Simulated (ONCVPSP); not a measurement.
**u(r) = r·R(r): atom against pseudo-atom (Si (Z = 14))**

Columns: radius, all-electron u(r) and pseudo u(r) of the 3s shell (level -10.81 eV) of silicon in the configuration [Ne] 3s2 3p2; PBE, scalar-relativistic, ONCV scheme, ONCVPSP 4.0.1.

```json
{"r (bohr)": "0.098", "all-electron": "0.1265", "pseudo": "0.0227"}
{"r (bohr)": "0.195", "all-electron": "-0.1188", "pseudo": "0.0473"}
{"r (bohr)": "0.292", "all-electron": "-0.2914", "pseudo": "0.0756"}
{"r (bohr)": "0.390", "all-electron": "-0.3380", "pseudo": "0.1092"}
{"r (bohr)": "0.488", "all-electron": "-0.2882", "pseudo": "0.1485"}
{"r (bohr)": "0.585", "all-electron": "-0.1833", "pseudo": "0.1933"}
{"r (bohr)": "0.682", "all-electron": "-0.0527", "pseudo": "0.2436"}
{"r (bohr)": "0.780", "all-electron": "0.0852", "pseudo": "0.2994"}
{"r (bohr)": "0.878", "all-electron": "0.2169", "pseudo": "0.3588"}
{"r (bohr)": "0.975", "all-electron": "0.3344", "pseudo": "0.4192"}
{"r (bohr)": "1.072", "all-electron": "0.4362", "pseudo": "0.4791"}
{"r (bohr)": "1.170", "all-electron": "0.5220", "pseudo": "0.5367"}
{"r (bohr)": "1.268", "all-electron": "0.5915", "pseudo": "0.5893"}
{"r (bohr)": "1.365", "all-electron": "0.6455", "pseudo": "0.6348"}
{"r (bohr)": "1.463", "all-electron": "0.6861", "pseudo": "0.6733"}
{"r (bohr)": "1.560", "all-electron": "0.7139", "pseudo": "0.7031"}
{"r (bohr)": "1.658", "all-electron": "0.7307", "pseudo": "0.7240"}
{"r (bohr)": "1.755", "all-electron": "0.7378", "pseudo": "0.7350"}
{"r (bohr)": "1.852", "all-electron": "0.7367", "pseudo": "0.7362"}
{"r (bohr)": "1.950", "all-electron": "0.7287", "pseudo": "0.7287"}
{"r (bohr)": "2.047", "all-electron": "0.7152", "pseudo": "0.7152"}
{"r (bohr)": "2.145", "all-electron": "0.6970", "pseudo": "0.6970"}
{"r (bohr)": "2.242", "all-electron": "0.6755", "pseudo": "0.6755"}
{"r (bohr)": "2.340", "all-electron": "0.6511", "pseudo": "0.6511"}
{"r (bohr)": "2.438", "all-electron": "0.6248", "pseudo": "0.6248"}
{"r (bohr)": "2.535", "all-electron": "0.5974", "pseudo": "0.5974"}
```

**Question.** How many radial nodes do the two functions have?

**Answer.** The all-electron 3s function has n − l − 1 = 2; the pseudo-wave has 0, since the states of the same l below it are removed with the core.

**Question.** At about which radius was the pseudo-wave matched?

**Answer.** 1.95 bohr, where the columns begin to agree (steps of 0.10 bohr).

**Question.** Is the pseudo-wave norm-conserving?

**Answer.** Yes: the ONCV scheme keeps the norm inside the radius equal to the all-electron one, which fixes the energy derivative of the logarithmic derivative at the level.
